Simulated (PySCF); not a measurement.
Be(Cl)(OSiH3) (BeClH3OSi), SMILES [SiH3][O][Be][Cl].

The structure is a stationary point at PBE0-D3(BJ)/def2-SVP. The values are those of a single conformer.

Method: PBE0-D3(BJ)/def2-SVP (PySCF 2.14.0).

Frequencies are harmonic and unscaled.

Modes within 1.5 cm⁻¹ of each other (mostly degenerate sets) share a row, with their intensities summed.

```csv
mode,ν (cm⁻¹),IR (km/mol),Raman (Å⁴/amu),depolarisation,moving atoms (share of kinetic energy)
1–2,58,0.0,0.9,0.75,"O 56 %, H 13 %, Si 11 %, Be 11 %, Cl 9 %"
3–4,324,127.4,0.0,–,"Be 79 %, O 16 %"
5,378,11.0,7.0,0.20,"Cl 55 %, Si 35 %"
6–7,736,136.2,21.1,0.75,"H 84 %, Si 9 %"
8,916,6.6,3.5,0.64,"O 43 %, Be 25 %, Si 18 %, H 9 %"
9–10,952,167.2,54.2,0.75,H 96 %
11,992,445.1,19.9,0.75,"H 84 %, Si 14 %"
12,1510,902.7,2.7,0.06,"Be 65 %, O 32 %"
13–14,2241,303.5,179.4,0.75,H 96 %
15,2243,68.3,247.5,0.01,H 99 %
```
